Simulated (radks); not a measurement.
These are the eigenvalues of the occupied orbitals of an atom or ion with whole-number occupations (eV). Method: Dirac Kohn-Sham, relativistic LDA (MacDonald-Vosko exchange, VWN5 correlation), spin-unpolarised, spherical densities, finite nucleus; Fermi nuclear charge, rms radius of each element as measured or else 0.836 A^(1/3) + 0.57 fm; computed with a radial shooting solver on a logarithmic mesh with Libxc functionals.

orbital  eigenvalue
1s1/2     -62956.21
2s1/2     -10922.44
2p1/2     -10448.22
2p3/2     -9344.250
3s1/2     -2659.787
3p1/2     -2447.657
3p3/2     -2211.912
3d3/2     -1848.420
3d5/2     -1796.648
4s1/2     -714.9753
4p1/2     -627.9673
4p3/2     -573.1738
4d3/2     -428.7060
4d5/2     -418.4492
5s1/2     -262.3660
4f5/2     -237.4201
4f7/2     -235.5145

Which element is it, and in what charge state? The configuration may be excited. Open shells, if any, fill j = l - 1/2 first.

Answer. Z = 71, lutetium, charge +12: Lu12+ in [Kr] 4d10 4f11 5s2. The list shows which subshells hold electrons but not how many an open one holds; the 1s level, -2313.6 hartree, gives Z - s = 68.0 by -(Z - s)^2/2, which with screening and relativity narrows Z to a few neighbours, and the depths of the outer levels then fix element, charge and occupations together.
